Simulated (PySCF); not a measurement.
**Ag²⁺: excitation energy**

Ag²⁺ [Kr] 4d9 (2D) → Ag²⁺ [Kr] 4d8 5s1 (4F), as a difference of total energies. Computed with PySCF 2.14 in x2c-QZVPPall with one added diffuse shell each of s, p, d, f, g type (14s9p8d5f3g, 143 functions), with scalar relativity by spin-free X2C-1e. The calculations carry no spin-orbit coupling.

| method | excitation energy (eV) |
| --- | --- |
| UHF | 7.308 |
| r2SCANh | 7.603 |
| BLYP | 7.508 |
| M06-2X | 8.398 |
